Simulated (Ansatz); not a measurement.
Geometry optimisation, Ansatz 0.2.0, RKS PBE0-D4/def2-TZVP.

Input:

```yaml
crystal:
  periodic: [false, false, false]
  atoms:
    - { symbol: Sn, position_ang: [0.115585, 0.0, 0.081827] }
    - { symbol: H, position_ang: [0.719804, 0.0, 1.685964] }
    - { symbol: H, position_ang: [1.829368, 0.0, 0.117146] }
    - { symbol: H, position_ang: [-0.622629, 1.414286, -0.440219] }
    - { symbol: H, position_ang: [-0.622629, -1.414286, -0.440219] }
basis:
  gaussian: { orbitals: def2-TZVP }
hamiltonian:
  xc: pbe0
  dispersion: d4
relax:
  f_tol: 0.03
  max_steps: 50
```

Launched with:

```bash
$ ansatz run input.yaml --threads 1 --pin off --max-ram 2048MiB --backend cpu --events-out ev --progress --plain --runs-dir out
```

Question: Where does it end, and by what steps?

Answer: The run converged. After 3 steps the energy has fallen by 0.856 eV; H3 moved furthest, 0.48 Å.

```csv
step,energy less start (eV),largest force component (eV/Å),accepted
0,0.0000,1.521,yes
1,-0.5516,0.849,yes
2,-0.8247,0.267,yes
3,-0.8563,0.011,yes
```

```xyz
5
Properties=species:S:1:pos:R:3
Sn 0.283 0.000 0.200
H 0.288 0.000 1.904
H 1.891 0.000 -0.362
H -0.521 1.391 -0.368
H -0.521 -1.391 -0.368
```

Whether the end is a true minimum wasn't checked by a vibrational analysis.

Run time: 5.5 s on 1 thread of Arm Neoverse V2, on a shared host, peak memory 0.12 GiB.
